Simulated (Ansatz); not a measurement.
Energy profile

The step: BSiH₃F₂ ([F][B]([F])[SiH3]) + HF → BF₃ ([F][B]([F])[F]) + SiH₄; bonds formed: B1–F6, Si2–H5; bonds broken: B1–Si2, H5–F6 (atoms numbered as in the saddle structure below).

| atom | x (Å) | y (Å) | z (Å) |
| --- | --- | --- | --- |
| B1 | -0.5582 | -0.9078 | 0.2695 |
| Si2 | 0.2697 | 1.0475 | -0.3619 |
| F3 | -1.0385 | -1.5571 | -0.7859 |
| F4 | -1.3251 | -0.7514 | 1.3435 |
| H5 | 0.9203 | -0.6420 | 0.3689 |
| F6 | 0.8067 | -1.6790 | 0.7459 |
| H7 | -1.0794 | 1.5576 | -0.7130 |
| H8 | 0.8685 | 1.8944 | 0.7001 |
| H9 | 1.1361 | 1.0376 | -1.5672 |

Electronic energies by CCSD(T) at an estimated basis limit (MP2 extrapolated from triple and quadruple zeta, plus CCSD(T) − MP2 in triple zeta), on PBE0-D4/def2-TZVP structures; BSiH₄F₃, singlet; no counterpoise correction. Program: Ansatz 0.2.0. Basis: def2-TZVPP and def2-QZVPP. Cores are frozen in the correlated methods. Extrapolation: Hartree–Fock as exp(−7.88 √X), correlation as X^−2.97.

Problem. Give the profile in kJ/mol, counted from the separated reactants. (An estimate is asked for; the value comes from the calculation.)

Solution. The calculation gives:
```tsv
point	kJ/mol
separated: BSiH₃F₂ (linked as [F][B]([F])[SiH3]; B1, Si2, F3, F4, H7, H8, H9; singlet) + HF (H5, F6; singlet)	0.0
start structure	-12.5
saddle	112.3
end structure	-163.7
separated: BF₃ (linked as [F][B]([F])[F]; B1, F3, F4, F6; singlet) + SiH₄ (Si2, H5, H7, H8, H9; singlet)	-158.1
```

The T1 diagnostic stays at or below 0.014.

Steps of this kind, hydrogen fluoride cutting a network bond, underlie vapour etching and the fluorination step of atomic layer etching.

For scale, one of the runs: CCSD(T)/def2-TZVPP, 222 basis functions, launched by `ansatz run in.yaml --threads 4 --pin off --events-out ev --progress --plain --max-ram 9574MiB`. Time: 110 s of wall clock on 4 CPU threads of an Arm Neoverse V1; the host was shared. Peak host memory: 3.7 GiB.
